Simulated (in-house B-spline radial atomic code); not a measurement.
Atomic self-consistent-field run: Yb2+ (with a hole in an inner shell). Computed with a radial B-spline atomic code at the basis-set limit: Dirac-Kohn-Sham PBE, spherical fractional occupations, Fermi nucleus of rms radius 5.3108 fm.

In the input, a minus or plus after the letter marks the j = l - 1/2 or j = l + 1/2 subshell.

Command:
```bash
python run_scf.py task.json out
```
Settings (nuclear radius in fm, mass in u):
```
Z                70
configuration    1s2 2s2 2p6 3s2 3p-1 3p+4 3d10 4s2 4p6 4d10 4f14 5s2 5p6 6s1
hamiltonian      dirac
method           pbe,pbe
spin_polarised   False
nucleus          fermi
rms_radius       5.3108
atomic_mass      173.93887
speed_of_light   137.035999084
```

Output (hartree, bohr):
```
 radial grid: 81 intervals, B-splines of order 8, outer radius 60 bohr

 iter        energy (Eh)    residual
    1      -13993.412813    5.93e-01
    2      -13993.175741    3.64e-01
    3      -13993.878834    1.77e-01
    4      -13994.315171    1.47e-01
    5      -13988.297333    4.36e-01
    6      -13994.799672    3.24e-02
    7      -13994.835418    8.17e-03
    8      -13994.837470    3.40e-04
    9      -13994.837474    1.27e-05
   10      -13994.837474    9.69e-07
   11      -13994.837474    8.71e-08

 total energy                    -13994.83747
 kinetic                           15529.6436
 electron-nucleus                 -34659.4923
 Hartree                            5426.3455
 exchange-correlation               -291.3343

 first-order corrections (not in the total)
   Gaunt                            15.5853
   retardation                      -1.6477
   frequency dependence             -0.2495
   self-energy                      11.3450
   Uehling                          -2.0040
   Wichmann-Kroll                    0.0730
   recoil                            0.0278

 orbital      occ     eigenvalue          <r>       <r^2>       <1/r>       <r^4>       r_max    small
 1s1/2      2.000     -2251.1109    0.0196615 0.000529926       80.62 7.55599e-07     0.01237  6.90e-02
 2s1/2      2.000      -383.5614    0.0826996  0.00814162      19.479 0.000115289     0.07074  1.55e-02
 2p1/2      2.000      -366.1757    0.0686627  0.00584919     19.4543 7.00987e-05     0.05293  1.56e-02
 2p3/2      4.000      -327.6192     0.076153  0.00705843     16.7019 9.76655e-05     0.05934  1.42e-02
 3s1/2      2.000       -87.8400      0.21541   0.0531684      7.1694  0.00426985      0.1991  5.07e-03
 3p1/2      1.000       -80.1739      0.20509   0.0489751     7.08739  0.00379575      0.1869  5.02e-03
 3p3/2      4.000       -71.9114     0.218968   0.0556139     6.38012  0.00485029      0.2001  4.64e-03
 3d3/2      4.000       -58.8855      0.19221   0.0433905     6.26882  0.00333591      0.1574  4.52e-03
 3d5/2      6.000       -57.0722     0.196498   0.0452161      6.0978  0.00359641       0.161  4.41e-03
 4s1/2      2.000       -17.9680     0.484259    0.265063     3.01096    0.102341      0.4526  1.65e-03
 4p1/2      2.000       -14.8325     0.491197    0.274982     2.90385    0.113317      0.4533  1.57e-03
 4p3/2      4.000       -12.9438     0.523227    0.311757     2.65528    0.145748      0.4814  1.42e-03
 4d3/2      4.000        -7.7706     0.545613     0.34591     2.44058    0.195481      0.4801  1.24e-03
 4d5/2      6.000        -7.4224     0.556917    0.360279     2.37932    0.212256      0.4891  1.20e-03
 4f5/2      6.000        -1.0762      0.70219    0.644858     1.86264     1.16601       0.464  7.88e-04
 4f7/2      8.000        -1.0196     0.716054    0.673538      1.8324     1.29417      0.4692  7.68e-04
 5s1/2      2.000        -2.8078      1.18557     1.58183     1.12712     3.72398       1.059  3.37e-04
 5p1/2      2.000        -1.9365      1.32318     1.98772    0.997427     6.13697       1.149  2.69e-04
 5p3/2      4.000        -1.6937      1.42739      2.3139    0.912614     8.34474       1.234  2.32e-04
 6s1/2      1.000        -0.6385      3.09422     10.7086    0.409887     167.035       2.773  5.42e-05
```

Cost of the run: 1.7 s on 1 thread of Arm Neoverse V1, with other jobs on the host.

For the Dirac Hamiltonian the kinetic term is c α·p + (β - 1)c².
